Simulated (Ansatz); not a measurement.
Frontier orbitals of `F[BH][AlH][F]`.

```xyz
6

F    -1.5775   -0.4631   -1.3545
B    -1.0930    0.1525   -0.2841
Al    0.9946   -0.0696    0.2356
F     1.3323   -1.0895    1.4958
H    -1.8984    0.8130    0.3259
H     2.2419    0.6566   -0.4187
```

The species carries charge 0 and has multiplicity 1. Geometry: relaxed with PBE0-D4/def2-TZVP. It is one conformer, not always the lowest. Basis def2-TZVPP, Ansatz.

Orbital energies of one run (eV). Highest occupied ones, from the top: -6.32, -8.50, -9.47, -9.52, -10.25, -11.22, -11.42, -11.65, -13.91, -28.32, -30.74, -69.11, -69.19, -69.40. Empty: -3.00, -2.17, -0.41, 0.65, 1.19, 2.04.

Q: Which functional gave them?
A. ωB97M-V
B. B3LYP
C. PBE
D. BHLYP

A: C. HOMO energies: PBE -6.32, BHLYP -8.83, B3LYP -7.43, ωB97M-V -9.73 eV.

B3LYP here is the variant with VWN-RPA as its local correlation; programs differ in this.
